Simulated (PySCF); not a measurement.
UHF on Mg (magnesium, neutral)

Configuration: [Ne] 3d2, high-spin 3F determinant (an excited configuration). Computed with PySCF 2.14 in aug-cc-pCVDZ, with no relativity, point nucleus.

| Property | Result |
| --- | --- |
| Total energy | -199.094105 hartree |
| One-electron energy | -276.0102 hartree |
| Hartree (Coulomb) energy | 92.7959 hartree |
| Exchange energy | -15.8798 hartree |
| Kinetic energy | 199.22232 hartree |
| ⟨S²⟩ | 2.0000 |
| ⟨L²⟩ | 12.000 |
| Sum of ⟨r⟩ | 15.59 bohr |
| Sum of ⟨r²⟩ | 57.77 bohr² |
| Density at the nucleus (Gaussians lack the cusp) | 1060 bohr⁻³ |
| Spin density at the nucleus | -0.00893 bohr⁻³ |
| Langevin diamagnetic susceptibility | -45.8 ×10⁻⁶ cm³/mol |

| shell | electrons | mean orbital energy (hartree) | rms radius, mean of both spins (bohr) |
| --- | --- | --- | --- |
| 1s β | 1 | -49.32615 | 0.152 |
| 1s α | 1 | -49.32600 | 0.152 |
| 2s β | 1 | -4.03548 | 0.756 |
| 2s α | 1 | -4.03548 | 0.756 |
| 2p α | 3 | -2.55834 | 0.769 |
| 2p β | 3 | -2.55823 | 0.769 |
| 3d α | 2 | -0.05260 | 5.15 |

The outer electron is Rydberg-like, and this basis confines it to a smaller radius and binds it less than a complete one would.

Spin-orbit constants ζ (cm⁻¹) from the X2C one-electron operator on these orbitals (non-relativistic here): bare nucleus, nucleus screened by l(l+1)(2l+1)/3 electrons, and screened by the Breit-Pauli mean field of the electrons.

```tsv
shell	bare	screened nucleus	mean field
2p	1733	1444	1311
3d	1.274	0.2124	0.1635
```

To first order the Landé constant is A = 0.08173 cm⁻¹, so the lowest level has J = 2 and lies 4.05e-05 eV below the centre of the term. This holds in LS coupling only.
